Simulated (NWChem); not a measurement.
Species: MgO; SMILES [O]=[Mg]

Computed with NWChem. Pople sets run with spherical d functions. All runs use the structure optimised with B3LYP/6-31G* (spherical d). Total energies compare along this basis series because the functional is fixed.

```json
[
 {"level": "PBE/3-21G", "basis functions": "22", "energy (Ha)": "-273.4468", "highest occupied level (eV)": "-4.76", "orbital gap (eV)": "0.54", "dipole (D)": "4.71"},
 {"level": "PBE/6-31G*", "basis functions": "32", "energy (Ha)": "-275.0024", "highest occupied level (eV)": "-4.71", "orbital gap (eV)": "0.48", "dipole (D)": "5.96"},
 {"level": "PBE/6-31+G*", "basis functions": "40", "energy (Ha)": "-275.0110", "highest occupied level (eV)": "-4.85", "orbital gap (eV)": "0.47", "dipole (D)": "7.04"},
 {"level": "PBE/6-311G**", "basis functions": "44", "energy (Ha)": "-275.0426", "highest occupied level (eV)": "-4.75", "orbital gap (eV)": "0.50", "dipole (D)": "6.23"},
 {"level": "PBE/6-311++G**", "basis functions": "52", "energy (Ha)": "-275.0489", "highest occupied level (eV)": "-4.85", "orbital gap (eV)": "0.49", "dipole (D)": "7.09"},
 {"level": "PBE/def2-TZVPD", "basis functions": "75", "energy (Ha)": "-275.0599", "highest occupied level (eV)": "-4.82", "orbital gap (eV)": "0.50", "dipole (D)": "7.09"},
 {"level": "PBE/def2-QZVP", "basis functions": "108", "energy (Ha)": "-275.0744", "highest occupied level (eV)": "-4.80", "orbital gap (eV)": "0.52", "dipole (D)": "7.07"}
]
```
